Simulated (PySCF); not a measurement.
C5H3F4O (doublet state).
Numbering: `[CH2:1]=[CH:2][O:3]/[C:4]([F:5])=[C:6]\[C:7]([F:8])([F:9])[F:10]` (hydrogens: H11, H12 on C1; H13 on C2)

Cartesian coordinates in Å at the GFN2-xTB level; atoms count from 1:
```
atom  x, y, z in Å
C1     2.403   -0.426   -0.214
C2     1.479   -0.583    0.721
O3     0.267    0.041    0.810
C4    -0.114    0.971   -0.086
F5     0.747    1.990   -0.224
C6    -1.216    0.900   -0.784
C7    -2.382    0.021   -0.844
F8    -2.184   -1.150   -0.189
F9    -3.475    0.574   -0.301
F10   -2.704   -0.314   -2.100
H11    2.279    0.230   -1.058
H12    3.323   -0.977   -0.156
H13    1.571   -1.276    1.546
```

The hyperfine couplings belong to this conformer and change with its torsions.

Method: UKS B3LYP, pcH-1 on C F H O, non-relativistic, mean-field spin-orbit, GIAO (PySCF). The structure is a single GFN2-xTB conformer in the gas phase; no vibrational or solvent corrections. Couplings are sensitive to structure, and on GFN2-xTB geometries they can be far from those on DFT ones. Stability of the SCF solution: not tested.

(1) Where do the isotropic ENDOR lines of F5, F8/F9/F10, H13, H12 and H11 fall at 3341.6 mT, to first order?

(2) Which pairs are centred on the nuclear Larmor frequency, and which on half the coupling?

Results:

(1) For S = 1/2 in fast tumbling each set of equivalent nuclei gives two lines, ν± = |νn ± a/2| to first order, with νn = g_N μN B/h and μN/h = 7.62259 MHz/T.

```
   nuclei  isotope     g_N  νn (MHz)  a_iso (MHz)  lower line (MHz)  upper line (MHz)
       F5      19F  5.2577    133.92        43.91            111.97            155.88
F8/F9/F10      19F  5.2577    133.92        34.76            116.55            151.30
      H13       1H  5.5857    142.28         6.06            139.25            145.30
      H12       1H  5.5857    142.28        -1.09            141.73            142.82
      H11       1H  5.5857    142.28        -0.85            141.85            142.70
```

(2) Centred on νn, since |a| < 2νn: F5, F8/F9/F10, H13, H12 and H11. No pair has |a| > 2νn.

Class means assume fast exchange of nuclei equivalent by connectivity; if that motion is slow, each nucleus keeps its own coupling. The three 19F nuclei of mean +34.8 MHz run from -1.1 to 102.1 MHz in the frozen geometry.

The largest Mulliken spin populations are on C6 (+1.01) and C4 (-0.10). C6 is the only atom above +0.15. The positive populations add up to 1.13 and the negative ones to -0.13, together 2S = 1.
